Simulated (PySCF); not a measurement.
Ligands exchanged one at a time, Sn H-OH. Gas-phase values, no solvent. One relaxed conformer stands for each flexible species; it need not be the lowest. Strings in code marks are SMILES.

Method: PySCF with PBE-D3(BJ)/def2-TZVP. All candidates: neutral, multiplicity 1. Excitations are Tamm–Dancoff values on a coarser integration grid. The basis has no diffuse functions, so Rydberg states are missing or too high.

```
Quantity                Value
-------------------  --------
HOMO                 -7.38 eV
LUMO                 -2.90 eV
T1 excitation (TDA)   4.28 eV
```

### Question
Which member has these values?
A) `[OH][SnH3]`
B) `[OH][Sn]([OH])([OH])[OH]`
C) `[OH][SnH2][OH]` (H–O–Sn–O torsion -105°, O–Sn–O–H torsion 52°)
D) `[OH][SnH]([OH])[OH]`

### Answer
B, `[OH][Sn]([OH])([OH])[OH]`. The others give `[OH][SnH2][OH]` (H–O–Sn–O torsion -105°, O–Sn–O–H torsion 52°): -6.77 eV, -1.55 eV, 4.96 eV; `[OH][SnH]([OH])[OH]`: -7.07 eV, -2.14 eV, 4.68 eV; `[OH][SnH3]`: -6.58 eV, -1.43 eV, 4.89 eV
